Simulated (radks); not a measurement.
Polarisability of the niobium ion Nb8+, [Ar] 3d10 4s2 4p3, at imaginary frequency. Method: scalar-relativistic Kohn-Sham, PBE, spin-polarised, spherical densities, finite nucleus; open shells are filled with parallel spins first (spin-orbit coupling, left out, can overturn this in heavy ions); Fermi nuclear charge, rms radius 4.324 fm; computed with a radial shooting solver on a logarithmic mesh with Libxc functionals. Response by self-consistent Sternheimer equations with the Hartree and adiabatic LDA kernel, the relativistic mass of each level held fixed and spin-orbit coupling left out.

w (hartree)  alpha1(iw) (bohr^3)
0.00266                    1.404
0.0143                     1.403
0.0360                     1.403
0.0697                     1.401
0.118                      1.396
0.186                      1.385
0.280                      1.363
0.413                      1.319
0.605                      1.238
0.892                      1.096
1.35                      0.8761
2.12                      0.5928
3.59                      0.3223
6.94                      0.1406
17.5                     0.04314

Static values: alpha1 = 1.404 bohr^3 (0.2080 angstrom^3; uncoupled 2.213). C6 = 2.738, triple-dipole C9 = 2.726 atomic units. One-pole (London) frequency 4 C6 / (3 alpha1^2) = 1.853 hartree, against 5.557 for minus the highest occupied eigenvalue.
